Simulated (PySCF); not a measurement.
Work out the structure from these simulated measurements.

Formula: C8H7FS.

- Valence photoelectron: vertical ionisation energy: 7.88 eV [ΔSCF CAM-B3LYP/def2-SVPD]
- UV, first state: lowest singlet excitation: 4.10 eV (303 nm, f = 0.527) [TDDFT CAM-B3LYP/def2-SVPD]
- Polarisability: 129.0 au [CAM-B3LYP/def2-SVPD]
- Rotational structure: rotational constants A, B, C: 3.525, 0.574, 0.493 GHz [PBE0-D3(BJ)/def2-SVP]
- 13C NMR: chemical shifts (computed TMS as zero) by class: 164.8 (1 C), 144.0 (1 C), 139.8 (1 C), 132.4 (1 C), 127.0 (1 C), 126.2 (1 C), 121.1 (1 C), 108.5 (1 C) ppm [GIAO PBE/pcSseg-1]
- Triplet: lowest triplet excitation (Tamm–Dancoff): 2.34 eV [TDA CAM-B3LYP/def2-SVPD]
- 1H NMR: chemical shifts (computed TMS as zero) by class: 7.43 (1 H), 6.54 (1 H), 6.34 (1 H), 6.26 (1 H), 5.87 (1 H), 5.56 (1 H), 5.49 (1 H) ppm [GIAO PBE/pcSseg-1]

Electronic properties: PySCF, gas phase, density fitting. Levels stand in brackets. Geometry: PBE0-D3(BJ)/def2-SVP, one conformer, isolated molecule. NMR values are class means; diastereotopic atoms form classes of their own.

Q: Propose a structure and show how it fits.

A: Numbering: `[CH2:1]=[CH:2]/[CH:3]=[CH:4]\[c:5]1[cH:6][c:7]([F:8])[cH:9][s:10]1`. Its formula, C8H7FS, gives 5 degrees of unsaturation: 1 ring and 4 π bonds in the structure found (Kekulé form). 8 carbons fall into 8 classes; from least to most shielded: aromatic C–F carbon [C7] (164.8 ppm), substituted aromatic carbon [C5] (144.0 ppm), alkene CH carbon [C2] (139.8 ppm), alkene CH carbon [C3] (132.4 ppm), alkene CH carbon [C4] (127.0 ppm), terminal =CH2 carbon [C1] (126.2 ppm), aromatic CH carbon [C6] (121.1 ppm), aromatic CH next to a ring sulfur [C9] (108.5 ppm). Hydrogen classes from least to most shielded: 1 H on an alkene CH carbon, C2 (7.43 ppm), 1 H on an aromatic CH carbon, C6 (6.54 ppm), 1 H on an aromatic CH next to a ring sulfur, C9 (6.34 ppm), 1 H on an alkene CH carbon, C4 (6.26 ppm), 1 H on an alkene CH carbon, C3 (5.87 ppm), 1 H on a terminal =CH2 carbon, C1 (5.56 ppm), 1 H on a terminal =CH2 carbon, C1 (5.49 ppm). The first electron is taken from the HOMO, whose largest Löwdin shares are 0.16 on an alkene CH carbon, 0.15 on the aromatic CH next to a ring sulfur, 0.14 on an alkene CH carbon and 0.12 on the terminal =CH2 carbon. The optimised geometry has point group Cs and is an asymmetric top. Structure: `C=C/C=C\c1cc(F)cs1`. Computed isomers that give other values at the same levels: `F[C@H]1CSc2ccccc21` (rotational constant A: 1.752 GHz; this holds for the one conformer computed); `C=Cc1ccc(S)c(F)c1` (rotational constant A: 2.697 GHz; this holds for the one conformer computed). The assignments are read from this structure; whether some other isomer fits the data as well wasn't checked.

Shape of the structure used: `[CH2:1]=[CH:2]/[CH:3]=[CH:4]\[c:5]1[cH:6][c:7]([F:8])[cH:9][s:10]1`: C1–C2–C3–C4 180°, C3–C4–C5–C6 -179°.
